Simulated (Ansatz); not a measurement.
`[BH2][GaH][O]C` + H₂ → `C[O][GaH2]` + BH₃ at 700 K and 1 bar (hydrogenolysis of a Ga–B bond).

Program: Ansatz. Geometries: PBE0-D4/def2-TZVP. ΔE: electronic, gas phase. CBS: MP2 limit from def2 TZ/QZ plus the TZ coupled-cluster correction, frozen cores. This one scheme is used for every species. For Ga outer-core shells are correlated without core-valence functions, which leaves a few kJ/mol of doubt a bond. Scalar relativity is left out up to krypton. One conformer a species, not always the lowest.

| species | CCSD(T)/CBS energy (Eh) | H − E (kJ/mol) | S (J/(mol·K)) |
| --- | --- | --- | --- |
| `[BH2][GaH][O]C` | -2065.53474 | 253.4 | 458.6 |
| H₂ | -1.17544 | 46.8 | 155.3 |
| `C[O][GaH2]` | -2040.16771 | 201.4 | 387.4 |
| BH₃ | -26.55200 | 96.5 | 225.0 |

H − E and S are ideal-gas, rigid-rotor, harmonic terms from PBE0-D4/def2-TZVP, for one conformer and one mirror image of each species. For small species the MP2-based limit differs from directly extrapolated CCSD(T) by up to some mEh (0.8 for H₂); such offsets cancel only in part. 1 Eh = 2625.50 kJ/mol, R = 8.31446 J/(mol·K).

By hand: ΔE, ΔH, ΔS and ΔG.

ΔE = (-2040.16771) + (-26.55200) − (-2065.53474) − (-1.17544) = -0.00953 Eh = -25.0 kJ/mol. Δ(H − E) = 201.4 + 96.5 − 253.4 − 46.8 = -2.3, so ΔH = -27.3 kJ/mol. ΔS = 387.4 + 225.0 − 458.6 − 155.3 = -1.5 J/(mol·K). ΔG = -27.3 − 700 × (-1.5)/1000 = -26.2 kJ/mol.

By hand: the equilibrium constant, and the temperature at which ΔG would vanish if ΔH and ΔS stayed fixed.

log₁₀ K = −ΔG/(RT ln 10) = 2.0. ΔG = 0 at ΔH/ΔS = 18200 K, far beyond where these terms or the molecules hold.

The number of gas molecules stays the same, so ΔS is small and ΔH decides. A doubt of 5 kJ/mol in ΔE shifts log₁₀ K by 0.4 here. Other conformers and mirror images would add mixing entropy, several J/(mol·K) or more a flexible species. These are equilibria of isolated gas molecules and say nothing of rates. Largest T1 diagnostic: 0.015 (customary marks: 0.02 for closed shells, 0.045 for open ones).
